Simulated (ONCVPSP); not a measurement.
# Varying the ONCV potential for mercury (Hg)

Base potential:

ONCVPSP 4.0.1 input, shortened (lines: element, Z, core and valence counts, functional; n l f; lmax; l rc ep ncon nbas qcut; lloc lpopt rc5 dvloc0; l nproj debl; icmod fcfact rcfact), PW91, scalar-relativistic:

```
  Hg 80.00   12    2  -109134      upf
    1    0    2.00
    2    0    2.00
    2    1    6.00
    3    0    2.00
    3    1    6.00
    3    2   10.00
    4    0    2.00
    4    1    6.00
    4    2   10.00
    4    3   14.00
    5    0    2.00
    5    1    6.00
    5    2   10.00
    6    0    2.00
    2
    0    1.80    0.00    4    9    3.10
    1    2.25    0.39    4    8    3.30
    2    2.15    0.00    4    9    7.40
    4    5    1.45    6.00
    0    2    1.80
    1    1    2.70
    2    3    1.80
    3    1.75    1.75
```

In the p channel the program set the typed energies aside and used 0.050 Ha.

All-electron outer shells of the reference configuration (PW91, scalar-relativistic, ld1.x):

```csv
shell,level (eV),outermost node (bohr),outermost maximum (bohr)
5p,-66.59,0.50,0.93
5d,-9.92,0.55,1.17
6s,-6.89,1.08,2.21
```

Cutoffs, loose and tight: the cutoffs (Ha) at which the residual kinetic energy of the hardest occupied pseudo-wave falls to 1 and 0.1 mHa per electron. They do not see the model core or the augmentation charge, which bear on the density cutoff. Test errors are all-electron minus pseudo excitation energies from the reference, over the configurations 5d10 6s1; 5d10 6s0; 5d9 6s0; 5d10 6s0 6p2. A dash means not determined; rows that change the core or the reference have their own tests. The largest error is taken over the tests solved by every variant that gives reliable tests at all: 5d10 6s0; 5d10 6s1; 5d9 6s0.

For the base: The cutoffs count occupied waves only; projector 2 of the s channel, the hardest unoccupied one, needs 86 Ha at the loose tolerance.

A true bound ghost makes a file unfit for plane-wave use even where its test errors are small: the radial tests pick states by their node count and pass the ghost by.

```csv
change,outcome,"cutoff, loose","cutoff, tight",bound ghosts,GHOST(+) flags above zero,largest test error (meV)
base,"generated, projector energies reset by the program",19 Ha,66 Ha,none,s,-272
"local potential polynomial inside 1.45 bohr (lpopt 5, dvloc0 -1.5 Ha)","generated, projector energies reset by the program",19 Ha,66 Ha,"s, p",none,-272
"local potential polynomial inside 1.45 bohr (lpopt 5, dvloc0 0 Ha)","generated, projector energies reset by the program",19 Ha,66 Ha,"s, p",none,-272
"local potential polynomial inside 1.45 bohr (lpopt 5, dvloc0 2 Ha)","generated, projector energies reset by the program",19 Ha,66 Ha,"s, p",none,-278
"local potential polynomial inside 1.45 bohr (lpopt 5, dvloc0 5 Ha)","generated, projector energies reset by the program",19 Ha,66 Ha,none,"s, p",-272
"local potential polynomial inside 1.45 bohr (lpopt 5, dvloc0 6.5 Ha)","generated, projector energies reset by the program",19 Ha,66 Ha,none,s,-272
"local potential polynomial inside 1.45 bohr (lpopt 5, dvloc0 8.5 Ha)","generated, projector energies reset by the program",19 Ha,66 Ha,none,s,-272
```

Reading the sweep of the dvloc0 (base included, trends over the rows without a ghost): The loose cutoff stays near 19 Ha. The median size of the test errors (rows with all tests solved) stays near 83.4 meV. Bound ghosts are found at -1.5, 0, 2 Ha.
